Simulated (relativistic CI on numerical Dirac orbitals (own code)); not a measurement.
# Nb+: 3p photoemission

Computed with this model: Dirac-Coulomb-Breit CI, orbitals from a KLI potential per configuration, QED by a radiative potential, valence Slater integrals scaled by 0.8, multiplet model of photoemission in the sudden approximation; configurations [Kr] 4d4 → [Ne] 3s2 3p5 3d10 4s2 4p6 4d4; 300 K; Lorentzian 2.8 eV and Gaussian 0.6 eV FWHM. Energies are those of the free ion, without screening or charge transfer. The energies are binding energies and can lie tens of eV above those of solids. S is read from ⟨S²⟩ = S(S + 1).

Field parameters in Wybourne normalisation: Oh B⁴₀ = 21Dq, B⁴₄ = √(5/14) B⁴₀. The field is a parameter set, without covalency.

Computed curve for free ion, scaled to 100 at the maximum (points under 2 are left out and the grid is thinned):

Energy (eV), Intensity and a bar:
```
    367.4        2.1 
    368.2        2.4 
    369.0        2.8 
    370.2        3.7 #
    371.0        4.6 #
    371.8        5.8 #
    372.6        7.6 ##
    373.4       10.3 ###
    374.2       14.7 ####
    375.4       28.7 ########
    376.2       48.8 ##############
    377.0       80.6 ########################
    377.8      100.0 ##############################
    378.6       80.3 ########################
    379.8       37.8 ###########
    380.6       23.2 ######
    381.4       15.3 ####
    382.2       11.0 ###
    383.0        8.3 ##
    383.8        6.7 #
    385.0        5.4 #
    385.8        4.9 #
    386.6        4.7 #
    387.4        4.9 #
    388.2        5.3 #
    389.0        6.3 #
    390.2        9.3 ##
    391.0       13.5 ####
    391.8       21.8 ######
    392.6       36.8 ###########
    393.4       51.7 ###############
    394.6       36.4 ###########
    395.4       21.4 ######
    396.2       13.0 ###
    397.0        8.5 ##
    397.8        6.0 #
    398.6        4.4 #
    399.8        3.1 
    400.6        2.5 
    401.4        2.1
```

The ground state has S = 2.00, and the centroid lies at 383.07 eV.
